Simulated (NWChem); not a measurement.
# Correlation energy of CF (+1)

```xyz
2

C      0.0000     0.0000     0.6921
F      0.0000     0.0000    -0.4614
```
Charge +1, spin multiplicity 1.

Everything below was run with NWChem. The geometry was optimised at PBE0/def2-SVP, a minimum by its harmonic frequencies.

Basis set: def2-TZVP. Each correlation energy counts from its own Hartree-Fock reference.

The correlated methods keep 2 core orbitals frozen. The structure started from a generated list of species. Coupled-cluster values serve here as a point of comparison, not as the truth.

| method | correlation energy (mHa) |
|---|---|
| CCSD | -358.4 |
| CR-CCSD(T) | -370.2 |
| CCSD(T) | -372.5 |
| CCSD+T(CCSD) | … |
| MP2 | … |
| CR-CCSD[T] | … |
| SCS-MP2 | … |

Task: What belongs in the gaps?

Result: 
- CCSD+T(CCSD), correlation energy (mHa): -374.3
- MP2, correlation energy (mHa): -346.1
- CR-CCSD[T], correlation energy (mHa): -371.7
- SCS-MP2, correlation energy (mHa): -340.9
